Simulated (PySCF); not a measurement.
## Zirconium: a sound run and one with changed settings

Sound run: Zr [Kr] 4d2 5s2, Zr+ [Kr] 4d2 5s1. All numbers are calculated (PySCF 2.14, a scalar-relativistic core potential, in aug-cc-pVDZ-PP with ECP28MDF (5s5p4d2f, 54 functions)). In the sound run the correlated levels freeze 4s2 4p6 outside the core potential. The sound run starts from symmetry-adapted Hartree-Fock orbitals and uses a fine grid where one is needed.

Changed run: initial guess minao, at most 50 SCF cycles, level shift 0.1 hartree.

```json
{"species": "Zr", "method": "UHF", "sound run (hartree)": "-46.30215", "changed run (hartree)": "-46.30215", "converged": "yes"}
{"species": "Zr", "method": "TPSS", "sound run (hartree)": "-46.73848", "changed run (hartree)": "-46.72943", "converged": "yes"}
{"species": "Zr", "method": "B3LYP", "sound run (hartree)": "-46.77351", "changed run (hartree)": "-46.75933", "converged": "yes"}
{"species": "Zr", "method": "MP2", "sound run (hartree)": "-46.34290", "changed run (hartree)": "-46.33562", "converged": "yes"}
{"species": "Zr+", "method": "UHF", "sound run (hartree)": "-46.11037", "changed run (hartree)": "-46.11037", "converged": "yes"}
{"species": "Zr+", "method": "TPSS", "sound run (hartree)": "-46.50559", "changed run (hartree)": "-46.50595", "converged": "no"}
{"species": "Zr+", "method": "B3LYP", "sound run (hartree)": "-46.52979", "changed run (hartree)": "-46.50201", "converged": "yes"}
{"species": "Zr+", "method": "MP2", "sound run (hartree)": "-46.11944", "changed run (hartree)": "-46.11846", "converged": "yes"}
```

Ionisation energy of Zr:

```tsv
method	sound run (eV)	changed run (eV)
UHF	5.219	5.219
MP2	6.080	5.909
SCS-MP2	6.252	6.048
```

The plain start fixes occupations by D2h representation alone, and Zr at TPSS, Zr at B3LYP, Zr+ at B3LYP landed in another state (other ⟨L²⟩ or ⟨S²⟩). A level shift leaves the converged SCF energy unchanged but raises the virtual orbital energies, which shrinks MP2 if it is not removed.

For comparison, NIST gives 6.634 eV between the lowest levels.
